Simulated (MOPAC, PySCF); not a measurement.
CH3B2N, SMILES `[H]/B=C\B=N`, neutral singlet in the gas phase. 

Cartesian coordinates (Å):
```xyz
7

B     -1.6059     0.2998     0.0268
C     -0.6521    -0.6631     0.2618
B      0.7491    -0.1249     0.3814
N      1.8940     0.3464     0.4753
H     -2.3741     1.1654    -0.1731
H     -0.8243    -1.7293     0.3628
H      2.8132     0.7057     0.5535
```
Charge 0, spin multiplicity 1.

All levels are single points at this geometry (PBE0-D3(BJ)/def2-TZVP); Pople sets use spherical d functions. Orbital energies aren't observables, and empty levels follow the basis.

PM6 in MOPAC gives gap (eV) = 8.67.

Estimate the gap (eV) from each of these levels: PBE0-D3(BJ)/def2-TZVP in PySCF; HF/6-31G* in PySCF; HF/STO-3G in PySCF; AM1 in MOPAC; PM7 in MOPAC.


```tsv
level	gap (eV)
PBE0-D3(BJ)/def2-TZVP in PySCF	5.10
HF/6-31G* in PySCF	11.49
HF/STO-3G in PySCF	13.50
AM1 in MOPAC	9.62
PM7 in MOPAC	8.70
```
